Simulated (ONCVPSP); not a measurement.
Before and after: ONCV potential for sulfur

```
Element                 : S (Z = 16)
Generator               : ONCVPSP 4.0.1
Type                    : optimised norm-conserving Vanderbilt (ONCV)
Functional              : LDA (Perdew-Wang 92)
Relativity              : scalar-relativistic
Frozen core             : [Ne]
Valence charge          : 6
Reference configuration : 3s2 3p2.5 (charge +1.5)
Partial waves           : 3s: rc 1.45 bohr, ncon 4, nbas 7, qcut 5.6 1/bohr, 2 projectors, debl 2.1 Ha; 3p: rc 1.10 bohr, ncon 3, nbas 7, qcut 6.9 1/bohr, 2 projectors, debl 3.2 Ha; d scattering state at 0.29 Ha: rc 1.55 bohr, ncon 3, nbas 7, qcut 7.2 1/bohr, 3 projectors, debl 2.9 Ha
Local potential         : polynomial inside 1.10 bohr (lpopt 2, dvloc0 0 Ha)
Core correction         : Teter function, fcfact 3.75, rcfact 1.65
```

In the d channel the program set the typed energies aside and used 0.050, 2.950, 5.850 Ha.

Change: s: qcut 4.6.

Cutoffs: the cutoffs (Ha) at which the residual kinetic energy of the hardest occupied pseudo-wave falls to 1 and 0.1 mHa per electron; they do not see the model core or the augmentation charge, which bear on the density cutoff. Errors are all-electron minus pseudo energies relative to the spin-unpolarised reference configuration.

Q: How do hardness, ghosts and transferability respond?

A: The potential gets neither clearly harder nor softer (26 Ha and 141 Ha → 26 Ha and 141 Ha); the p channel sets the loose cutoff, while the largest relative change is in s, which becomes harder; of the 4 tests that both files solve, the error grows in 1 and shrinks in 0 by more than 15 % and 0.3 meV (median size 2.6 → 2.9 meV); neither file shows a bound ghost.

```tsv
quantity	base	changed
cutoff, loose	26 Ha	26 Ha
cutoff, tight	141 Ha	141 Ha
loose cutoff by channel	s 14 Ha, p 26 Ha	s 22 Ha, p 26 Ha
bound ghosts	none	none
GHOST(+) flags under 300 eV	none	none
error for 3s2 3p4, meV [ΔE -21.64 eV]	+2.6	+3.0
error for 3s2 3p3, meV [ΔE -9.79 eV]	+1.7	+1.8
error for 3s2 3p2, meV [ΔE 12.58 eV]	-3.3	-3.2
error for 3s2 3p3.5, meV [ΔE -16.94 eV]	+2.5	+2.7
s: phases at 1.47 bohr within 0.05 rad from the reference energy up to (Ha; the scan ends near 5)	4.4	4.4
p: phases at 1.12 bohr within 0.05 rad from the reference energy up to (Ha; the scan ends near 5)	to the end of the scan	to the end of the scan
d: phases at 1.57 bohr within 0.05 rad from the reference energy up to (Ha; the scan ends near 5)	to the end of the scan	to the end of the scan
rms error of d²Exc/dni dnj with the model core, mHa	1.86	1.97
```
